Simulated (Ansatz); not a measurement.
`N[SiH](F)Br` → `FBr` + `N[SiH]` at 298.15 K and 1 bar (silylene formation by 1,1-elimination).

Gas-phase electronic energies from Ansatz, PBE0-D4/def2-TZVP geometries. CBS: MP2 limit from def2 TZ/QZ plus the TZ coupled-cluster correction, frozen cores. This one scheme is used for every species. For Br outer-core shells are correlated without core-valence functions, which leaves a few kJ/mol of doubt a bond. Scalar relativity is left out up to krypton. Each species was taken in one conformer, which may not be the lowest.

```tsv
species	CCSD(T)/CBS energy (Eh)	H − E (kJ/mol)	S (J/(mol·K))
`N[SiH](F)Br`	-3018.85213	120.7	329.0
`FBr`	-2673.03720	13.2	228.6
`N[SiH]`	-345.56329	99.2	245.4
```

H − E and S are ideal-gas, rigid-rotor, harmonic terms from PBE0-D4/def2-TZVP, for one conformer and one mirror image of each species. 1 Eh = 2625.50 kJ/mol, R = 8.31446 J/(mol·K).

Question: By hand: ΔE, ΔH, ΔS and ΔG.

Answer: ΔE = (-2673.03720) + (-345.56329) − (-3018.85213) = 0.25164 Eh = 660.7 kJ/mol. Δ(H − E) = 13.2 + 99.2 − 120.7 = -8.3, so ΔH = 652.4 kJ/mol. ΔS = 228.6 + 245.4 − 329.0 = 145.0 J/(mol·K). ΔG = 652.4 − 298.15 × (145.0)/1000 = 609.2 kJ/mol.

Question: By hand: the equilibrium constant, and the temperature at which ΔG would vanish if ΔH and ΔS stayed fixed.

Answer: log₁₀ K = −ΔG/(RT ln 10) = -106.7. ΔG = 0 at ΔH/ΔS = 4499 K, far beyond where these terms or the molecules hold.

The number of gas molecules changes by +1, which sets the sign of ΔS. A doubt of 5 kJ/mol in ΔE shifts log₁₀ K by 0.9 here. Other conformers and mirror images would add mixing entropy, several J/(mol·K) or more a flexible species. These are equilibria of isolated gas molecules and say nothing of rates. Largest T1 diagnostic: 0.015 (customary marks: 0.02 for closed shells, 0.045 for open ones).
